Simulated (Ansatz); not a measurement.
Basis sets compared for `c1sc(-c2scc3c2OCCO3)c2c1OCCO2`. Total charge 0; singlet. Geometry PBE-D4/def2-SVP. Ansatz on 2 threads of AMD EPYC 7R13 on a shared host and a share (18 GiB) of an NVIDIA H100 80GB HBM3; times are rough, and most runs start from earlier orbitals.

```tsv
atom	x (Å)	y (Å)	z (Å)
C1	1.099	3.580	0.823
S2	2.014	2.718	-0.371
C3	0.860	1.395	-0.427
C4	1.060	0.260	-1.296
S5	1.668	0.454	-2.932
C6	1.608	-1.249	-3.249
C7	1.122	-1.941	-2.157
C8	0.817	-1.087	-1.041
O9	0.377	-1.573	0.155
C10	-0.146	-2.896	0.031
C11	0.797	-3.782	-0.773
O12	0.952	-3.296	-2.109
C13	-0.178	1.637	0.467
C14	-0.035	2.876	1.182
O15	-0.949	3.298	2.107
C16	-2.185	2.586	2.018
C17	-1.950	1.091	1.850
O18	-1.256	0.817	0.632
H19	1.424	4.555	1.199
H20	1.933	-1.663	-4.209
H21	-1.147	-2.863	-0.460
H22	-0.268	-3.288	1.060
H23	0.396	-4.811	-0.855
H24	1.790	-3.827	-0.267
H25	-2.784	2.969	1.159
H26	-2.738	2.794	2.955
H27	-2.914	0.547	1.795
H28	-1.367	0.698	2.715
```

Single mean-field runs in def2-TZVP are fitted with def2-universal-jkfit.

Binding counts from free atoms (C triplet, S triplet, O triplet, H doublet) in the same basis, without a counterpoise term.

| level | functions | energy (Eh) | HOMO (eV) | LUMO (eV) | binding per atom (eV) | wall time |
| --- | --- | --- | --- | --- | --- | --- |
| PBE-D4/def2-SVP | 310 | -1558.5320 | -4.47 | -1.50 | 5.12 | 7.5 s |
| PBE0-D4/def2-SVP | 310 | -1558.6159 | -5.52 | -0.88 | 4.97 | 7.5 s |

Question: Estimate the rows for PBE-D4/def2-TZVP, PBE0-D4/def2-TZVP.

Answer: 
```json
{"level": "PBE-D4/def2-TZVP", "functions": "630", "energy (Eh)": "-1559.6527", "HOMO (eV)": "-4.56", "LUMO (eV)": "-1.63", "binding per atom (eV)": "5.04", "wall time": "8 s"}
{"level": "PBE0-D4/def2-TZVP", "functions": "630", "energy (Eh)": "-1559.7321", "HOMO (eV)": "-5.52", "LUMO (eV)": "-0.94", "binding per atom (eV)": "4.89", "wall time": "8 s"}
```
